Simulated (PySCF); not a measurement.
Re(O)3(Me) (CH₃O₃Re), SMILES [CH3][Re](=[O])(=[O])=[O], multiplicity 1.

Geometry: r2SCAN-D4/def2-SVP. The spin state was assumed, not searched. The isomer is the one that the SMILES or the coordinates give; other isomers of the formula were not compared. The def2 effective core potentials stand for the cores of Re; spin–orbit coupling is left out.

The numbers are results of PySCF with r2SCAN-D4/def2-SVP, not measurements.

Frequencies are harmonic and unscaled.

Modes within 1.5 cm⁻¹ of each other (mostly degenerate sets) share a row, with their intensities summed.

```json
[
 {"mode": "1", "ν (cm⁻¹)": "191", "IR (km/mol)": "0.0", "Raman (Å⁴/amu)": "0.0", "depolarisation": "–", "moving atoms (share of kinetic energy)": "H 98 %"},
 {"mode": "2–3", "ν (cm⁻¹)": "210", "IR (km/mol)": "0.1", "Raman (Å⁴/amu)": "5.9", "depolarisation": "0.75", "moving atoms (share of kinetic energy)": "O 45 %, C 28 %, H 21 %"},
 {"mode": "4", "ν (cm⁻¹)": "265", "IR (km/mol)": "14.1", "Raman (Å⁴/amu)": "0.6", "depolarisation": "0.67", "moving atoms (share of kinetic energy)": "O 83 %, Re 14 %"},
 {"mode": "5–6", "ν (cm⁻¹)": "329", "IR (km/mol)": "5.6", "Raman (Å⁴/amu)": "7.2", "depolarisation": "0.75", "moving atoms (share of kinetic energy)": "O 94 %"},
 {"mode": "7", "ν (cm⁻¹)": "583", "IR (km/mol)": "20.1", "Raman (Å⁴/amu)": "8.6", "depolarisation": "0.20", "moving atoms (share of kinetic energy)": "C 70 %, H 21 %, Re 9 %"},
 {"mode": "8–9", "ν (cm⁻¹)": "719", "IR (km/mol)": "2.9", "Raman (Å⁴/amu)": "5.7", "depolarisation": "0.75", "moving atoms (share of kinetic energy)": "H 79 %, C 19 %"},
 {"mode": "10–11", "ν (cm⁻¹)": "1002", "IR (km/mol)": "297.1", "Raman (Å⁴/amu)": "12.6", "depolarisation": "0.75", "moving atoms (share of kinetic energy)": "O 87 %, Re 12 %"},
 {"mode": "12", "ν (cm⁻¹)": "1029", "IR (km/mol)": "22.3", "Raman (Å⁴/amu)": "33.0", "depolarisation": "0.00", "moving atoms (share of kinetic energy)": "O 98 %"},
 {"mode": "13", "ν (cm⁻¹)": "1211", "IR (km/mol)": "2.8", "Raman (Å⁴/amu)": "0.0", "depolarisation": "–", "moving atoms (share of kinetic energy)": "H 80 %, C 20 %"},
 {"mode": "14–15", "ν (cm⁻¹)": "1395", "IR (km/mol)": "27.2", "Raman (Å⁴/amu)": "26.3", "depolarisation": "0.75", "moving atoms (share of kinetic energy)": "H 95 %"},
 {"mode": "16", "ν (cm⁻¹)": "3030", "IR (km/mol)": "6.1", "Raman (Å⁴/amu)": "158.1", "depolarisation": "0.01", "moving atoms (share of kinetic energy)": "H 98 %"},
 {"mode": "17–18", "ν (cm⁻¹)": "3156", "IR (km/mol)": "2.4", "Raman (Å⁴/amu)": "140.4", "depolarisation": "0.75", "moving atoms (share of kinetic energy)": "H 90 %, C 10 %"}
]
```
